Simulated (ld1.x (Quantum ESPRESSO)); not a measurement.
## What one change does to a pseudopotential (oxygen (O), TM)

| Quantity | Value |
| --- | --- |
| Element | oxygen |
| Generator | ld1.x (Quantum ESPRESSO) 7.5 |
| Type | norm-conserving Troullier–Martins (Kleinman–Bylander form) |
| Functional | BLYP |
| Relativity | scalar-relativistic |
| Frozen core | [He] |
| Valence charge | 6 |
| Reference configuration | 2s2 2p3.5 (charge +0.5) |
| Partial waves | 2s (bound): rc 0.70 bohr; 2p (bound): rc 1.65 bohr |
| Local potential | all-electron potential smoothed inside 0.65 bohr (lloc = -1) |
| Core correction | a·sin(br)/r model core, default radius (core density twice the valence density) |

All-electron outer shells of the reference configuration (BLYP, scalar-relativistic, ld1.x):

```
shell  level (eV)  outermost node (bohr)  outermost maximum (bohr)
   2s      -31.26                   0.28                      0.86
   2p      -16.27                      –                      0.80
```

Change: local potential all-electron potential smoothed inside 0.84 bohr (lloc = -1).

Cutoffs: the cutoffs (Ry, on a coarse ladder) from which the occupation-weighted sum of valence levels, in a spherical-Bessel basis at the reference potential, stays within 10 and 1 mRy of its value at 400 Ry; they do not see the model core or the augmentation charge, which bear on the density cutoff. Errors are all-electron minus pseudo energies relative to the spin-unpolarised reference configuration.

Predict the effect on cutoff, ghosts and configuration errors.

The potential gets neither clearly harder nor softer (80 Ry and 200 Ry → 80 Ry and 200 Ry); the errors of the 7 common tests hardly move; neither file shows a bound ghost.

| quantity | base | changed |
| --- | --- | --- |
| cutoff, loose | 80 Ry | 80 Ry |
| cutoff, tight | 200 Ry | 200 Ry |
| bound ghosts | none | none |
| error for 2s2 2p4, meV [ΔE -6.28 eV] | +3.9 | +3.9 |
| error for 2s2 2p3, meV [ΔE 10.15 eV] | +9.8 | +9.7 |
| error for 2s2 2p2, meV [ΔE 43.75 eV] | +194 | +193 |
| error for 2s2 2p4.3, meV [ΔE -8.40 eV] | +6.3 | +6.3 |
| error for 2s0 2p6, meV [ΔE 23.43 eV] | +114 | +114 |
| error for 2s2 2p0, meV [ΔE 174.72 eV] | +2967 | +2959 |
| error for 2s1 2p4, meV [ΔE 25.24 eV] | -34 | -34 |
| s: phases at 1.80 bohr within 0.05 rad from the reference energy up to (Ry; the scan ends near 5) | 3.1 | 3.2 |
| p: phases at 1.80 bohr within 0.05 rad from the reference energy up to (Ry; the scan ends near 5) | 2.3 | 2.3 |
